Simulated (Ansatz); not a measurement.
AsH3 (SMILES [H][As]([H])[H]): methods side by side

The species is AsH3 (4 atoms), meant as a singlet with charge 0. As SMILES, `[H][As]([H])[H]`. Geometry: a GFN2-xTB relaxation, a rough one for these elements and not checked as a minimum.

| atom | x (Å) | y (Å) | z (Å) |
| --- | --- | --- | --- |
| As | -0.0044 | 0.0055 | 0.6560 |
| H | 1.2165 | -0.0297 | -0.2079 |
| H | -0.5828 | 1.0611 | -0.2323 |
| H | -0.6294 | -1.0369 | -0.2157 |

Each level gives the energy change with the As1–H2 bond stretched from 1.496 to 1.870 Å (eV). The values are calculated.

| level | kind | program | value (eV) | less FCI/STO-3G | CPU time (all runs) |
| --- | --- | --- | --- | --- | --- |
| revPBE/STO-3G (restricted) | GGA | Ansatz | 1.01 | +0.02 | 1.6 s |
| B3LYP/STO-3G (restricted) | global hybrid | Ansatz | 1.12 | +0.13 | 1.7 s |
| BHLYP/STO-3G (restricted) | global hybrid | Ansatz | 1.28 | +0.29 | 1.6 s |
| wB97M-V/STO-3G (restricted) | range-separated hybrid | Ansatz | 1.23 | +0.24 | 19 s |
| wB97X/STO-3G (restricted) | range-separated hybrid | Ansatz | 1.25 | +0.26 | 7.1 s |
| B2PLYP/STO-3G (restricted) | double hybrid | Ansatz | 1.17 | +0.18 | 2.1 s |
| CCSD/STO-3G (restricted) | coupled cluster or CI | Ansatz | 0.99 | 0.00 | 0.28 s |
| CCSDT/STO-3G (restricted) | coupled cluster or CI | Ansatz | 0.99 | 0.00 | 0.42 s |
| FCI/STO-3G | exact in the basis | Ansatz | 0.99 | 0.00 | 0.59 s |

FCI/STO-3G is exact within its basis and frozen core, so for wave-function methods in that basis the difference is their error; functionals converge differently with the basis, so for them it is only a difference. All-electron rows without a relativistic Hamiltonian named are non-relativistic. The first shape isn't each level's own minimum. The values span 0.99 to 1.28 eV. All rows use very small basis sets, so even the best lies far from the true value. In the correlated wave-function rows the outer d shell of As is correlated, in sets not made for it. Times are those of the runs behind each value, whatever else they computed, on shared processors of several kinds: orders of magnitude only.
